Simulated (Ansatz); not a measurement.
CrO3⁻: single points at one geometry.

```yaml
crystal:
  periodic: [false, false, false]
  atoms:
    - {symbol: Cr, position_ang: [-0.003825, -0.000070, 0.000093]}
    - {symbol: O, position_ang: [0.017832, 1.123075, 1.188188]}
    - {symbol: O, position_ang: [0.066147, -1.589613, 0.376854]}
    - {symbol: O, position_ang: [-0.080153, 0.466619, -1.565136]}
basis:
  gaussian: {orbitals: def2-TZVPD, initial_orbitals: start.molden}
total_charge: -1
magnetization: {spin_polarized: true, initial_magnetization: 1}
hamiltonian: {xc: hf}
scf: {omitted_lower_state_checks: [starts]}
output: {orbitals: {seedname: orbitals}}
```

The file start.molden holds the orbitals of an earlier run on this structure, at another level or in another basis.

```sh
$ ansatz run in.yaml --threads 4 --pin off --events-out ev --progress --plain --max-ram 3916MiB
```

It prints (some lines left out):

```
Functional definition: HF
1231 factors; their error is unknown
mean field evaluation 1: about -34497.9077 eV, gradient 2.4e1 eV
mean field evaluation 2: about -34500.5352 eV, gradient 4.6e0 eV
mean field evaluation 4: about -34501.4787 eV, gradient 2.1e0 eV
mean field evaluation 8: about -34502.1630 eV, gradient 8.5e-4 eV
mean field -34502.16295994 eV, -1267.9311023719 hartree, gradient 1.1e-5 eV, S^2 2.591600; 0 other end points of the search recorded, 0 dependent functions left out
reference -34502.16295994 eV, -1267.9311023719 hartree; 25, 24 occupied and 143, 144 virtual orbitals, 1231 factors
Total energy: -34502.16295994 eV, -1267.9311023719 hartree
Checks for a lower state left out: starts
```

Run time 3.5 s (4 threads of Intel Xeon Platinum 8488C on a shared host), peak host memory 0.62 GiB.

First input, but with `hamiltonian: {xc: lda}` (abridged; 0.85 s):

```
Functional definition: SPW92
mean field -34466.18307901 eV, -1266.6088661355 hartree, gradient 7.2e-6 eV, S^2 0.764362
Total energy: -34466.18312260 eV, -1266.6088677376 hartree
Checks for a lower state left out: starts
```

First input, but with `hamiltonian: {xc: {text: "exchange = 0.90*pbe_x + 0.10*exact_x\ncorrelation = pbe_c"}}` (abridged; 2.2 s):

```
Functional definition: unnamed
mean field -34556.85787676 eV, -1269.9411034915 hartree, gradient 1.6e-5 eV, S^2 0.776157
Total energy: -34556.85791846 eV, -1269.9411050238 hartree
Checks for a lower state left out: starts
```

As the first input, with `hamiltonian: {xc: {name: wB97X-V}}` (abridged; 7.5 s):

```
Functional definition: wB97X-V
mean field -34561.64829511 eV, -1270.1171481188 hartree, gradient 2.4e-5 eV, S^2 0.789872
Total energy: -34561.64829304 eV, -1270.1171480426 hartree
Checks for a lower state left out: starts
```

As the first input, with `hamiltonian: {xc: hse06, dispersion: d4}` (abridged; 2.7 s):

```
Functional definition: HSE06
mean field -34555.09681079 eV, -1269.8763855106 hartree, gradient 1.6e-5 eV, S^2 0.820933
Total energy: -34555.17567296 eV, -1269.8792836420 hartree
Checks for a lower state left out: starts
```

Geometry: PBE-D4/def2-TZVPD.

HSE06 is defined as in plane-wave codes, on full-range PBE exchange. At HF/def2-TZVPD the charge -1 doublet is spin-contaminated (final ⟨S²⟩ up to 2.59, 0.75 for a pure state). The structure comes from a short search, and lower isomers may exist.
